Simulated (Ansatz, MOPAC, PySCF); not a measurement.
System: C₂H₇BO, net charge 0, singlet state. SMILES: B(O)(C)C
Coordinates optimised at B3LYP-D3(BJ)/def2-TZVP (Ansatz, a program for electronic structure):
```xyz
11

C      1.1177    -1.0752     0.0003
B      0.0332     0.0619    -0.0227
C     -1.4653    -0.2033     0.3947
O      0.4457     1.3010    -0.4268
H      0.7429    -2.0038    -0.4391
H      2.0414    -0.7926    -0.5061
H      1.3686    -1.3185     1.0395
H     -1.5281    -0.7936     1.3129
H     -2.0640     0.7017     0.5318
H     -1.9560    -0.8047    -0.3791
H     -0.2512     1.9653    -0.4027
```

Unscaled harmonic wavenumbers (cm⁻¹) in rising order, each level at the stationary point that it reaches from this structure (no distance between atoms moves by over 0.3 Å); the order of modes can differ between levels, and a negative number is imaginary. B3LYP-D3(BJ)/def2-TZVP (PySCF, at the structure above): 73, 86, 306, 393, 405, 610, 715, 780, 812, 920, 967, 989, 1235, 1320, 1358, 1366, 1457, 1460, 1476, 1486, 3010, 3016, 3061, 3065, 3080, 3105, 3810.

PM3 (MOPAC): 54, 73, 323, 417, 433, 625, 775, 796, 821, 904, 911, 980, 1202, 1326, 1336, 1385, 1389, 1391, 1396, 1414, 3074, 3076, 3090, 3093, 3186, 3189, 3901. Zero-point energy 58.0 against 57.7 kcal/mol; where all levels lie over 400 cm⁻¹, the wavenumbers are on average 0.999 times those of B3LYP-D3(BJ)/def2-TZVP.

PM7 (MOPAC): 32, 47, 268, 330, 356, 552, 727, 776, 825, 847, 889, 899, 1167, 1271, 1275, 1282, 1283, 1299, 1306, 1319, 2661, 2663, 2670, 2672, 2758, 2759, 2767. Zero-point energy 51.0 against 57.7 kcal/mol; where all levels lie over 400 cm⁻¹, the wavenumbers are on average 0.911 times those of B3LYP-D3(BJ)/def2-TZVP.

HF/3-21G (Ansatz): 65, 70, 321, 414, 432, 634, 736, 871, 909, 1015, 1042, 1095, 1316, 1470, 1516, 1523, 1626, 1629, 1643, 1646, 3154, 3157, 3203, 3206, 3224, 3256, 3918. Zero-point energy 61.6 against 57.7 kcal/mol; where all levels lie over 400 cm⁻¹, the wavenumbers are on average 1.080 times those of B3LYP-D3(BJ)/def2-TZVP.
